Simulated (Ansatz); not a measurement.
Results of the Gaussian-basis code of Ansatz.

A structure relaxed at PBE0-D4/def2-TZVP, charge 0, multiplicity 1:

```xyz
11

C    -0.0556    0.4082   -1.5106
C     0.6005   -0.5818   -0.5611
In    0.0404   -0.3842    1.4990
O    -1.1719    0.8081    2.5078
F     0.8265   -1.5939    2.8177
H     0.1858    1.4430   -1.2573
H     0.2824    0.2408   -2.5380
H    -1.1442    0.3178   -1.5115
H     1.6895   -0.4963   -0.5747
H     0.3664   -1.6151   -0.8274
H    -1.6198    1.4535    1.9561
```

Task: Give its formula and SMILES.

Result: C2H6FInO, `C[CH2][In]([OH])[F]`.

Task: Point group (tolerance 0.08 Å, 0.16 Å for H)?

Result: Cs.

Task: Summarise the bond lengths by kind.

Result: 1 × C–C 1.521 Å; 5 × C–H 1.092 to 1.094 Å; 1 × C–In 2.144 Å; 1 × In–O 1.977 Å; 1 × F–In 1.955 Å; 1 × H–O 0.960 Å.
